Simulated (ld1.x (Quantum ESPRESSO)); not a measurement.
**tantalum (Ta): one change to an ultrasoft potential, before and after**

| Property | Result |
| --- | --- |
| Element | tantalum (Ta) |
| Generator | ld1.x (Quantum ESPRESSO) 7.5 |
| Type | ultrasoft |
| Functional | PBE |
| Relativity | scalar-relativistic |
| Frozen core | [Xe] 4f14 |
| Valence charge | 5 |
| Reference configuration | 5d3 6s0.5 6p0 (charge +1.5) |
| Partial waves | 6s (bound): rcut 2.10, rcutus 2.65 bohr; 6s channel at 1 Ry: rcut 2.10, rcutus 2.65 bohr; 6p (bound, empty): rcut 3.15, rcutus 3.90 bohr; 6p channel at -0.4 Ry: rcut 3.15, rcutus 3.90 bohr; 5d (bound): rcut 1.55, rcutus 1.75 bohr; 5d channel at -0.7 Ry: rcut 1.55, rcutus 1.75 bohr |
| Local potential | all-electron potential smoothed inside 3.35 bohr (lloc = -1) |
| Core correction | Bessel-smoothed model core, default radius (core density twice the valence density) |
| Augmentation charge | PSQ, inside the norm-conserving radii |

Change: core correction none.

Cutoffs: the cutoffs (Ry, on a coarse ladder) from which the occupation-weighted sum of valence levels, in a spherical-Bessel basis at the reference potential, stays within 10 and 1 mRy of its value at 400 Ry; they do not see the model core or the augmentation charge, which bear on the density cutoff. Errors are all-electron minus pseudo energies relative to the spin-unpolarised reference configuration.

Task: What does the change do?

Result: The potential gets neither clearly harder nor softer (30 Ry and 40 Ry → 30 Ry and 40 Ry); of the 7 tests that both files solve, the error grows in 6 and shrinks in 1 by more than 15 % and 0.3 meV (median size 8.5 → 158.5 meV); neither file shows a bound ghost. The default core radius of the base comes out at 1.75 bohr.

| quantity | base | changed |
| --- | --- | --- |
| cutoff, loose | 30 Ry | 30 Ry |
| cutoff, tight | 40 Ry | 40 Ry |
| bound ghosts | none | none |
| error for 5d3 6s2 6p0, meV [ΔE -15.10 eV] | -8.5 | +159 |
| error for 5d3 6s1 6p0, meV [ΔE -6.63 eV] | -0.8 | +30 |
| error for 5d3 6s0 6p0, meV [ΔE 8.34 eV] | -8.0 | +45 |
| error for 5d2 6s2 6p0, meV [ΔE -7.42 eV] | -32 | +285 |
| error for 5d3 6s0 6p1, meV [ΔE -1.56 eV] | -4.1 | +21 |
| error for 5d1 6s0 6p0, meV [ΔE 66.98 eV] | -940 | +317 |
| error for 5d2 6s2 6p1, meV [ΔE -12.12 eV] | -47 | +312 |
| s: phases at 4.22 bohr within 0.05 rad from the reference energy up to (Ry; the scan ends near 5) | 3.5 | 3.5 |
| p: phases at 4.22 bohr within 0.05 rad from the reference energy up to (Ry; the scan ends near 5) | 0.9 | 0.9 |
| d: phases at 4.22 bohr within 0.05 rad from the reference energy up to (Ry; the scan ends near 5) | 2.6 | 2.6 |
| lowest overlap eigenvalue by channel | s 0.55, p 0.55, d 0.95 | s 0.55, p 0.55, d 0.95 |
